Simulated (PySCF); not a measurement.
HO2, SMILES [O]O, multiplicity 2.

The structure is a stationary point at B3LYP-D3(BJ)/def2-TZVPD. The isomer is the one that the SMILES or the coordinates give; other isomers of the formula were not compared.

Level of theory: PySCF with SMD-B3LYP/def2-SVP.

Solvation free energies are E(SMD) − E(gas) at the gas-phase geometry, for 1 M in both phases. In vacuum the dipole moment is 2.28 D.

### Question
Rank water, N,N-dimethylformamide, chlorobenzene by solvation free energy, most negative first.

### Answer
N,N-dimethylformamide (-8.9 kcal/mol), water (-7.1 kcal/mol), chlorobenzene (-3.9 kcal/mol)
